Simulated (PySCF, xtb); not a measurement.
B(H)(NHMe)(OH) (CH6BNO), SMILES CNBO.

GFN2-xTB (xtb) at its own geometry gives an orbital gap of 6.59 eV and a dipole moment of 2.99 D.

Coordinates come from a PBE0-D3(BJ)/def2-SVP optimisation. The values are those of a single conformer.

**Question.** What does PBE/def2-TZVP run with PySCF give? (Estimate from the structure and the level; the computed values follow.)

**Answer.** gap 5.79 eV (levels -5.94 and -0.15 eV), dipole 2.94 D.
